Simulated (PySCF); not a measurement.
A species of formula [C8H11N2]+ has this rotational fingerprint, computed with PySCF 2.14.0, PBE0-D3(BJ)/def2-SVP geometry optimisation, gas phase:

* Rotational constants: A = 2684, B = 744.3, C = 589.3 MHz
* Dipole components (about the centre of mass): |μa| = 0.16 D, |μb| = 0.14 D, |μc| = 0.02 D
* Inertial defect: -9.67 u·Å²
* κ: -0.85

Question: Which candidate fits, each taken in the one conformer that was computed?
A. `c1c(C)[nH]c(C#CC)[n+]1C`
B. `[NH2+:1]=[CH:2][NH:3][CH2:4][c:5]1[cH:6][cH:7][cH:8][cH:9][cH:10]1` (charge +1) with N1–C2–N3–C4 3°, C2–N3–C4–C5 -46°, N3–C4–C5–C6 123° (N-benzylformamidinium cation)

Answer: A. It is CC#Cc1[nH]c(C)c[n+]1C, an asymmetric top. The candidates at the same level (rigid rotor, commonest isotopes):

```json
{"SMILES": "[NH2+]=CNCc1ccccc1", "A (MHz)": "2540", "B (MHz)": "906.4", "C (MHz)": "896.8", "μa (D)": "6.94", "μb (D)": "1.64", "μc (D)": "1.18", "Δ (u·Å²)": "-192.93", "point group": "C1", "rotor": "near-prolate asymmetric top"}
{"SMILES": "CC#Cc1[nH]c(C)c[n+]1C", "A (MHz)": "2684", "B (MHz)": "744.3", "C (MHz)": "589.3", "μa (D)": "0.16", "μb (D)": "0.14", "μc (D)": "0.02", "Δ (u·Å²)": "-9.67", "point group": "–", "rotor": "asymmetric top"}
```

`[NH2+]=CNCc1ccccc1` has C 52 % too high. No structure here is proved a minimum.
